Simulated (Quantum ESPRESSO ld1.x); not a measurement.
The numbers below are computed, except where a source is named.
Problem. Eu+, 62 electrons, occupied as [Kr] 4d10 4f7 5s2 5p5.75 6s1 5f0.25 (fractional occupations, a model configuration). Code: ld1.x of Quantum ESPRESSO 7.5. Model: Dirac Kohn-Sham, relativistic LDA (MacDonald-Vosko exchange, VWN5 correlation), spin-unpolarised, spherical densities, point nucleus; open shells fill j = l - 1/2 first.

Spin-orbit splittings of the eigenvalues, e(l+1/2) - e(l-1/2), with zeta = 2 splitting/(2l+1) and mean radii in bohr:

shell  occ.  splitting (eV)  zeta (eV)  <r> j=l-1/2  <r> j=l+1/2
2p        6           640.9      427.3      0.07929      0.08599
3p        6           130.7      87.14       0.2394       0.2523
3d       10           28.60      11.44       0.2239       0.2279
4p        6           29.00      19.33       0.5803       0.6099
4d       10           5.222      2.089       0.6492       0.6598
4f        7          0.6204     0.1773       0.9477       0.9650
5p     5.75               ?          ?        1.554        1.651
5f     0.25               0          0        10.44        10.46

Estimate the 5p splitting.

Solution. 3.869 eV (zeta = 2.580 eV).
